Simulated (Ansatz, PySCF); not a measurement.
Constitutional and geometric isomers with formula C2HNO. Isolated molecules, 0 K electronic values unless said otherwise. Strings in code marks are SMILES.

Quantity: electronic energy of isomers of C2HNO relative to `N#CC=O`, in kJ/mol.

Level 1: B3LYP/cc-pVTZ // PBE0-D3(BJ)/def2-TZVP (Ansatz, a quantum-chemistry and plane-wave program)
Level 2: PBE-D3(BJ)/def2-TZVP // PBE0-D3(BJ)/def2-TZVP (PySCF)
Level 3: B3LYP/6-31G* // PBE0-D3(BJ)/def2-TZVP (PySCF)
Level 4: frozen-core MP2/6-31G* // PBE0-D3(BJ)/def2-TZVP (PySCF)

```json
[
 {"species": "`N=C=C=O`", "level 2": "129.7", "level 3": "158.3", "level 4": "201.9"},
 {"species": "`O=c1cn1`", "level 2": "96.8", "level 3": "116.3", "level 4": "134.7"}
]
```

Q: What does level 1 give for each?

A: 
- `N=C=C=O`: 150.4
- `O=c1cn1`: 120.4
